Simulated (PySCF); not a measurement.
# PySCF run on CaN

File input.py (PySCF 2.14):

```python
from pyscf import gto, scf, mp

mol = gto.M(
    atom='Ca 0 0 0; N 0 0 2.245',
    basis='def2-svp',
    charge=0,
    spin=3,
    symmetry=True,
    verbose=4,
)
mf = scf.UHF(mol)
mf.kernel()
mp.MP2(mf, frozen=6).kernel()
mf.dip_moment()
print('orbital energies (hartree):', [e[max(0, n-3):n+3].round(4) for e, n in zip(mf.mo_energy, mol.nelec)])
```

```bash
$ OMP_NUM_THREADS=1 python input.py
```

The log (some set-up lines and the per-cycle HOMO/LUMO lines with their warnings removed):

```
PySCF version 2.14.0

[INPUT] Symbol           X                Y                Z      unit          X                Y                Z       unit  Magmom
[INPUT]  1 Ca     0.000000000000   0.000000000000   0.000000000000 AA    0.000000000000   0.000000000000   0.000000000000 Bohr   0.0
[INPUT]  2 N      0.000000000000   0.000000000000   2.245000000000 AA    0.000000000000   0.000000000000   4.242435149649 Bohr   0.0

nuclear repulsion = 32.9999151575947
point group symmetry = Coov
symmetry origin: [0.         0.         1.09989059]
symmetry axis x: [1. 0. 0.]
symmetry axis y: [0. 1. 0.]
symmetry axis z: [0. 0. 1.]
num. orbitals of irrep A1 = 16
num. orbitals of irrep E1x = 8
num. orbitals of irrep E1y = 8
num. orbitals of irrep E2x = 3
num. orbitals of irrep E2y = 3
number of shells = 16
number of NR pGTOs = 85
number of NR cGTOs = 38
basis = def2-svp
ecp = {}

******** <class 'pyscf.scf.uhf_symm.SymAdaptedUHF'> ********
method = SymAdaptedUHF
initial guess = minao
damping factor = 0
level_shift factor = 0
DIIS = <class 'pyscf.scf.diis.CDIIS'>
SCF conv_tol = 1e-09
SCF max_cycles = 50
number electrons alpha = 15  beta = 12
Freeze 0 electrons in irreps []
    27 free electrons in irreps A1 E1x E1y E2x E2y
init E= -730.526049373639

cycle= 1 E= -730.963602226002  delta_E= -0.438  |g|= 0.138  |ddm|= 1.41
cycle= 2 E= -730.985980837067  delta_E= -0.0224  |g|= 0.0606  |ddm|= 0.32
cycle= 3 E= -730.991069086041  delta_E= -0.00509  |g|= 0.0238  |ddm|= 0.149
cycle= 4 E= -730.993091180925  delta_E= -0.00202  |g|= 0.00975  |ddm|= 0.121
cycle= 5 E= -730.993568141126  delta_E= -0.000477  |g|= 0.00518  |ddm|= 0.0617
cycle= 6 E= -730.993717969076  delta_E= -0.00015  |g|= 0.00325  |ddm|= 0.0367
cycle= 7 E= -730.993778919343  delta_E= -6.1e-05  |g|= 0.000902  |ddm|= 0.0338
cycle= 8 E= -730.993781693585  delta_E= -2.77e-06  |g|= 0.000269  |ddm|= 0.00701
cycle= 9 E= -730.993781910812  delta_E= -2.17e-07  |g|= 9.21e-05  |ddm|= 0.00147
cycle= 10 E= -730.993781944742  delta_E= -3.39e-08  |g|= 3.27e-05  |ddm|= 0.000611
cycle= 11 E= -730.993781951319  delta_E= -6.58e-09  |g|= 1.39e-05  |ddm|= 0.000285
cycle= 12 E= -730.993781952543  delta_E= -1.22e-09  |g|= 5.59e-06  |ddm|= 0.000117
cycle= 13 E= -730.993781952734  delta_E= -1.92e-10  |g|= 1.43e-06  |ddm|= 5.44e-05
Extra cycle  E= -730.993781952739  delta_E= -5e-12  |g|= 8.36e-07  |ddm|= 5.37e-06
converged SCF energy = -730.993781952739  <S^2> = 3.7612956  2S+1 = 4.0056438

******** <class 'pyscf.mp.ump2.UMP2'> ********
nocc = (np.int64(9), np.int64(6)), nmo = (32, 32)
frozen orbitals 6
E(UMP2) = -731.197882493011  E_corr = -0.204100540272134
E(SCS-UMP2) = -731.18709805276  E_corr = -0.193316100020273
E_corr(same-spin) = -0.0595437095841777
E_corr(oppo-spin) = -0.144556830687956
Dipole moment(X, Y, Z, Debye):  0.00000,  0.00000, -4.57587
orbital energies (hartree): [array([-0.425 , -0.3736, -0.2116,  0.061 ,  0.061 ,  0.0709]), array([-1.3191, -0.7009, -0.2894,  0.0041,  0.1029,  0.1029])]
```

In short: E(SCF) = -730.993782 Eh, 13 cycles, E(MP2) − E(SCF) = -0.20410 Eh, ⟨S²⟩ = 3.761, μz(SCF) = -4.58 D.

It ran on Intel Xeon 6975P-C (1 thread, shared host) in 0.61 s.

The bond length is a typed value, not an optimised one. No search for the lowest solution was made.
